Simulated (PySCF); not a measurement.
# How methods differ on the excitation energy of P⁺

P⁺ [Ne] 3s2 3p2 (3P) → P⁺ [Ne] 3s1 3p2 4s1 (5P), as a difference of total energies. All numbers are calculated (PySCF 2.14, no relativity, point nucleus, in aug-cc-pwCVDZ (6s5p3d, 36 functions)). Correlated levels: nothing frozen. The calculations carry no spin-orbit coupling.

| method | excitation energy (eV) |
| --- | --- |
| UHF | 15.786 |
| MP2 (all electrons) | 16.989 |
| SCS-MP2 (all electrons) | 17.287 |
| CCSD (all electrons) | 17.287 |
| CCSD(T) (all electrons) | 17.329 |

How much does correlation contribute at CCSD(T) (all electrons)?

17.329 − (15.786) = 1.543 eV, measured against UHF.

The promoted electron is Rydberg-like, and one or two diffuse shells describe it only roughly, which tends to raise the upper state.
